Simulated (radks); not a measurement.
The numbers below are computed, except where a source is named.
Excited configurations of Lu2+: one electron is placed in a higher orbital outside [Xe] 4f14. The ground configuration is [Xe] 4f14 6s1. Level of theory: Dirac Kohn-Sham, LDA (Slater exchange, Perdew-Wang correlation), spin-unpolarised, spherical densities, finite nucleus; open shells fill j = l - 1/2 first; Fermi nuclear charge, rms radius 5.37 fm (a radial shooting solver on a logarithmic mesh with Libxc functionals). Excitation = E - E(ground); binding = E(ion) - E, where the ion is the core of charge +3; n* = 3/sqrt(2 binding) in atomic units, and the quantum defect is n - n*.

outer orbital  excitation (eV)  binding (eV)     n*  eigenvalue (eV)  <r> (bohr)
5d3/2                    0.799        20.491  2.445          -15.545       2.217
5f5/2                   13.419         7.871  3.944           -6.265       5.696
6p1/2                    4.841        16.448  2.728          -13.702       3.584
6d3/2                   11.501         9.788  3.537           -8.132       5.479
6f5/2                   16.057         5.233  4.837           -4.347       9.861
7s1/2                   10.717        10.572  3.403           -9.064       5.975
7f5/2                   17.595         3.694  5.757           -3.137       15.00

The Delta-SCF ionisation energy is 21.290 eV (NIST Atomic Spectra Database: 20.959 eV, measured). Self-interaction in the functional shifts the binding energies and quantum defects, so they are the method's values and not measured ones. Spin polarisation and multiplet splitting are left out, so open shells lie too high by an amount that depends on their filling.

Beside tabulated values, note that spin-unpolarised runs miss the spin-polarisation part of the exchange energy of open shells.
